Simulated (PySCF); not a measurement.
Compound: C3H7BO2.
SMILES: `C(=C)B(OC)O`

The closed-shell SCF was solved with PySCF and density fitting under several settings on one GFN2-xTB geometry (grid level 2 and gas phase unless stated).

| settings | basis functions | SCF cycles | E (Eh) | HOMO (eV) | LUMO (eV) | dipole (D) |
| --- | --- | --- | --- | --- | --- | --- |
| wB97X/pcSseg-0, grid level 1 | 68 | 10 | -293.1709 | -10.25 | 1.88 | 1.36 |
| KT2/6-31G*, grid level 1, fitting basis def2-qzvpp-jkfit | 98 | 11 | -298.6013 | -6.33 | -1.10 | 0.98 |

Question: Estimate the row for these settings: mPW1PW91/cc-pVDZ, IEF-PCM dichloromethane.

Answer: 
| settings | basis functions | SCF cycles | E (Eh) | HOMO (eV) | LUMO (eV) | dipole (D) |
| --- | --- | --- | --- | --- | --- | --- |
| mPW1PW91/cc-pVDZ, IEF-PCM dichloromethane | 119 | 13 | -293.8515 | -7.73 | -0.36 | 1.37 |

Question: Over all rows, what range does the HOMO–LUMO gap span?

Answer: From 5.23 eV (KT2/6-31G*, grid level 1, fitting basis def2-qzvpp-jkfit) to 12.13 eV (wB97X/pcSseg-0, grid level 1). The functional of the narrowest has no exact exchange, that of the widest range-separated exact exchange.

Question: And the dipole moment?

Answer: From 0.98 D (KT2/6-31G*, grid level 1, fitting basis def2-qzvpp-jkfit) to 1.37 D (mPW1PW91/cc-pVDZ, IEF-PCM dichloromethane); the largest is 1.40 times the smallest, and the median is 1.36 D.

Cycle counts include a coarse-grid stage where the run had one. All basis functions are spherical, in the Pople sets too. KT2 was designed for NMR shieldings or shifts; total energies of different functionals aren't comparable. The species at its GFN2-xTB geometry (one conformer only).

Shape of the structure used: `[CH2:1]=[CH:2][B:3]([OH:4])[O:5][CH3:6]`: C1–C2–B3–O4 -11°, C2–B3–O5–C6 -179°, H–O4–B3–C2 0°.
